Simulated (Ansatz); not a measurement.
The cluster Al2P2⁺, relaxed as a quartet with UKS B3LYP-D4/def2-TZVP in Ansatz, starting from the B3LYP-D4/def2-TZVP geometry of the charge +1 doublet. Force threshold 0.02 eV/Å.

The relaxation made no stability test and no search for a lower SCF solution. At B3LYP-D4/def2-TZVP a doublet of charge 1 lies 1.21 eV below the quartet, each at its own geometry. The structure comes from a short search, and lower isomers may exist.

Start:

```xyz
4

Al   -1.753   -1.301    0.270
Al    1.753    1.301   -0.270
P     0.640   -0.810    0.252
P    -0.640    0.810   -0.252
```

Task: Estimate the energy that the relaxation releases and the steps that it takes.

Result: 33.1 kJ/mol, in 25 steps; 61 s on 4 threads of Arm Neoverse V1 on a shared host. The force fell under the threshold at step 4, but the optimiser went on and released 0.265 eV more. No frequencies were taken in this run, so the end may be a saddle point.

Task: Does the start keep its bonding?

Result: Bonds lost: Al1–P3 (atoms count from 1).

Task: Predict the relaxed structure.

Result: 
```
atom   x (Å)   y (Å)   z (Å)
 Al1  -1.949  -0.966   0.874
 Al2   1.491   1.299   0.298
  P3   1.040  -0.867  -0.452
  P4  -0.582   0.534  -0.721
```
Bond lengths (bridged metal pairs left out): 3 × Al–P 2.34 to 2.58 Å; 1 × P–P 2.16 Å.
